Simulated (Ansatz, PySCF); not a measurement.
The pair A = HF (SMILES F) (first 2 atoms), B = AsH3 (SMILES [AsH3]); geometry from B3LYP-D3(BJ)/def2-TZVP.
(charge 0, multiplicity 1):
| atom | x (Å) | y (Å) | z (Å) |
|---|---|---|---|
| F | 0.3919 | -0.7698 | -0.4188 |
| H | 0.3315 | -0.4354 | 0.4541 |
| As | 0.1790 | 0.4219 | 2.6851 |
| H | 1.3557 | 1.0807 | 3.3815 |
| H | -0.1715 | -0.4591 | 3.8703 |
| H | -0.8016 | 1.5157 | 3.0668 |

Frozen-core correlation. Filled d and f shells under p-block atoms count as core. Rows in 6-31G* carry no dispersion term and start afresh at each structure (6-31G* with six Cartesian d functions); the Pople sets are all-electron and without relativity.

Run with Ansatz (a first-principles code) with Gaussian orbitals; PySCF for 6-31G* rows. Values without a source in brackets are computed.

Total energies (hartree), monomers frozen at their geometry in the pair:

| structure | B3LYP/6-31G* | MP2/aug-cc-pVTZ | CCSD(T)/aug-cc-pVTZ |
|---|---|---|---|
| AB | -2337.8453383 | -2336.4817283 | -2336.5229779 |
| A in the pair's basis | -100.4217633 | -100.3409783 | -100.3496626 |
| B in the pair's basis | -2237.4186923 | -2236.1342112 | -2236.1669674 |
| A | -100.4201626 | -100.3406532 | -100.3493111 |
| B | -2237.4184847 | -2236.1338187 | -2236.1666522 |

Task: Work out the interaction energy without and with the counterpoise correction, and the superposition error, for each level.

Result: 
E(AB) − E(A) − E(B), times 627.509 kcal/mol, with the monomers in their own basis and then in the pair's basis:
- B3LYP/6-31G*: -4.20 uncorrected, -3.06 corrected; the monomers gain 1.13 kcal/mol from borrowed functions
- MP2/aug-cc-pVTZ: -4.55 uncorrected, -4.10 corrected; the monomers gain 0.45 kcal/mol from borrowed functions
- CCSD(T)/aug-cc-pVTZ: -4.40 uncorrected, -3.98 corrected; the monomers gain 0.42 kcal/mol from borrowed functions
